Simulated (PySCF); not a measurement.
Geometries of 2 isomers of C5H8ClF, from PBE0-D3(BJ)/def2-SVP geometry optimisation, gas phase (PySCF 2.14.0). One conformer each, no zero-point energy, no frequencies.

Task: Which is lower in electronic energy at this level?
A.
```xyz
15
angstrom
C     -1.677   -0.375   -0.813
C     -0.709    0.242    0.180
C      0.535    0.914   -0.453
C      1.387   -0.319   -0.102
Cl     1.649   -1.428   -1.469
C      0.249   -0.768    0.837
F     -0.113   -2.075    0.807
H     -2.417   -1.004   -0.299
H     -1.151   -1.003   -1.546
H     -2.217    0.413   -1.360
H     -1.257    0.868    0.902
H      0.875    1.814    0.079
H      0.469    1.142   -1.526
H      2.369   -0.151    0.358
H      0.492   -0.496    1.879
```
B.
```xyz
15
angstrom
C      2.102   -0.184    0.144
C      0.732   -0.699   -0.106
F      0.766   -1.989   -0.481
C     -0.460   -0.090   -0.013
C     -1.737   -0.796   -0.349
C     -0.577    1.330    0.419
Cl    -1.107    2.404   -0.936
H      2.561   -0.708    0.998
H      2.121    0.894    0.340
H      2.733   -0.386   -0.736
H     -2.275   -0.242   -1.135
H     -2.403   -0.841    0.529
H     -1.556   -1.819   -0.699
H     -1.345    1.441    1.198
H      0.362    1.749    0.796
```

Result: B. That is `C/C(F)=C(/C)CCl`, 4.4 kcal/mol below the other.

| SMILES | atoms numbered as above | E (Eh) | relative (kcal/mol) | relative (kJ/mol) | dipole (D) |
| --- | --- | --- | --- | --- | --- |
| C/C(F)=C(/C)CCl | [CH3:1]/[C:2]([F:3])=[C:4](/[CH3:5])[CH2:6][Cl:7] | -754.54394 | 0.0 | 0.0 | 1.96 |
| C[C@@H]1C[C@H](Cl)[C@@H]1F | [CH3:1][C@@H:2]1[CH2:3][C@H:4]([Cl:5])[C@@H:6]1[F:7] | -754.53686 | 4.4 | 18.6 | 2.76 |

As drawn, the lower has a C=C bond outside aromatic rings, which the higher lacks; the higher has a four-membered ring, which the lower lacks.
